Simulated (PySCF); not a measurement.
Computed shifts of a molecule C2H7AlFN, PBE/pcSseg-1 run with PySCF, GIAO, gas phase, equivalent atoms averaged, in ppm (number of nuclei): ¹H: 4.85 (1), 3.37 (3), 3.22 (3). ¹⁹F: -191.1 (1). ¹⁵N: 83.5 (1). ¹³C: 46.1 (1), 43.8 (1). References: ¹H against TMS (σ = 31.49 ppm); ¹⁹F against CFCl3 (σ = 133.6 ppm); ¹⁵N against NH3 (σ = 267.0 ppm); ¹³C against TMS (σ = 182.0 ppm), references at their B3LYP-D3(BJ)/def2-TZVP geometries, non-relativistic. Geometry optimised at PBE-D3(BJ)/def2-SVP. One conformer was computed; it need not be the lowest.

Task: Identify the compound among the candidates.
A. C[NH][Al]([CH3])[F]
B. C[N](C)[AlH][F]
C. C[CH2][Al]([NH2])[F]

Result: B, C[N](C)[AlH][F]
